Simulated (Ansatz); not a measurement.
`N[SiH2][NH][GeH2][NH2]`. Charge 0, multiplicity 1. The geometry is a stationary point of PBE0-D4/def2-TZVP. It is one conformer, not always the lowest.

```xyz
14

N     2.440   -0.436    1.376
Si    0.785   -0.053    1.165
N     0.195   -0.677   -0.315
Ge   -0.846    0.221   -1.545
N    -2.572    0.575   -1.026
H     3.142   -0.134    0.721
H     2.819   -0.568    2.299
H     0.451    1.401    1.074
H     0.137   -0.599    2.392
H     0.323   -1.662   -0.498
H    -0.915   -0.692   -2.778
H    -0.205    1.588   -1.816
H    -2.648    1.275   -0.301
H    -3.106   -0.237   -0.747
```

What is the dipole moment at r2SCAN/def2-TZVPP? (Estimate.)

Computed: 1.45 D, with components (1.01, -0.80, 0.68) D in this frame, pointing from negative to positive charge.

And with PBE, B3LYP, ωB97M-V? (An estimate is asked.)

The calculation gave: PBE 1.42 D, B3LYP 1.44 D, ωB97M-V 1.45 D.

Give the Mulliken charges with r2SCAN, PBE, B3LYP in def2-TZVPP. (An estimate is asked.)

Ansatz gave: 
| atom | r2SCAN | PBE | B3LYP |
| --- | --- | --- | --- |
| N1 | -0.46 | -0.39 | -0.41 |
| Si2 | 0.52 | 0.38 | 0.48 |
| N3 | -0.44 | -0.33 | -0.39 |
| Ge4 | 0.35 | 0.26 | 0.33 |
| N5 | -0.42 | -0.38 | -0.39 |
| H6 | 0.15 | 0.14 | 0.13 |
| H7 | 0.15 | 0.15 | 0.13 |
| H8 | -0.12 | -0.11 | -0.12 |
| H9 | -0.12 | -0.10 | -0.11 |
| H10 | 0.14 | 0.13 | 0.12 |
| H11 | -0.02 | -0.02 | -0.01 |
| H12 | -0.01 | -0.01 | -0.01 |
| H13 | 0.14 | 0.14 | 0.12 |
| H14 | 0.14 | 0.13 | 0.12 |

B3LYP here is the variant with VWN-RPA as its local correlation; programs differ in this.
